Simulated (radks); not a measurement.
Spherical quantum dot in the effective-mass picture: electrons in a parabolic well V = omega^2 r^2 / 2 with omega = 1.32, all in effective atomic units (hartree* = m*/eps^2 hartree, bohr* = eps/m* bohr), one dielectric constant everywhere. Method: non-relativistic Kohn-Sham, PBE, spin-polarised, spherical densities; computed with a radial shooting solver with Libxc functionals. Levels are named by radial order and angular momentum (1s, 1p, 1d, 2s, ...), and open shells are averaged over m. Results are scaled to m* = 0.236 and eps = 6.9, for which hartree* = 134.9 meV and bohr* = 1.547 nm.

N = 23, configuration 1s2 1p6 1d10 2s2 1f(up 3, down 0). This is the lowest configuration that the search found. Occupied and some empty levels:

level,occupation,eigenvalue (meV),<r> (nm)
1s up,1,1836.9,2.261
1s down,1,1839.4,2.232
1p up,3,1918.4,2.817
1p down,3,1923.0,2.795
1d up,5,2011.4,3.206
1d down,5,2017.5,3.193
2s up,1,2033.6,2.768
2s down,1,2038.0,2.779
1f up,3,2114.6,3.513
1f down,0,2121.5,3.508
2p up,0,2148.6,3.117
2p down,0,2152.7,3.127
1g up,0,2226.7,3.775
1g down,0,2233.8,3.776
2d up,0,2268.6,3.448
2d down,0,2272.7,3.455

Energy (meV): total 29877.8, kinetic 3855.5, external 11278, Hartree 16378, exchange-correlation -1633.8.
